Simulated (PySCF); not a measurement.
Mapped SMILES: `[N:1]#[C:2][c:3]1[cH:4][cH:5][cH:6][s:7]1`. Hydrogens are named by the atom that carries them.

Geometry: PBE0-D3(BJ)/def2-TZVP; GIAO shifts from PySCF 2.14, gas phase, non-relativistic, averaged over equivalent atoms.

At B97-2/pcSseg-2 (301 basis functions, 51 s wall time on 1 thread of an Arm Neoverse V1, shared host):
```tsv
atoms	δ (ppm)
N1	315.6
C4	143.9
C6	139.8
C5	133.1
C3	120.3
C2	119.8
S7	283.2
H(C4)	7.78
H(C6)	7.57
H(C5)	7.30
```

Referencing at the same level of theory: $^{15}$N (σref 261.75) against NH3; $^{13}$C (σref 185.38), $^{1}$H (σref 31.64) vs TMS; $^{33}$S (σref 517.10) against CS2.

Predict the values at wB97X-D/pcSseg-2 on the same geometry.

## Answers


```
atoms  δ at wB97X-D/pcSseg-2  change
   N1                  320.9    +5.3
   C4                  149.2    +5.3
   C6                  146.0    +6.2
   C5                  136.9    +3.8
   C3                  126.2    +5.9
   C2                  122.2    +2.4
   S7                  290.5    +7.3
H(C4)                   7.84   +0.06
H(C6)                   7.71   +0.14
H(C5)                   7.32   +0.02
```

Shifts are taken against calculated references (same method and geometry level): $^{15}$N (σ = 262.16 ppm) against NH3; $^{13}$C (σ = 186.29 ppm) and $^{1}$H (σ = 31.63 ppm) vs TMS; CS2 for $^{33}$S (σ = 510.68 ppm).

The largest change is at S7 (aromatic ring sulfur). Cost: 301 basis functions, 65 s wall time on 1 thread of an Arm Neoverse V1, shared host. The order of the carbon signals is the same at both levels.

Experimental scales use liquid or dissolved standards, which lie at an offset from isolated NH3 (liquid NH3: subtract about 20 ppm). Unscaled 15N shifts of sp2 nitrogen come out 20 to 40 ppm too high even then.
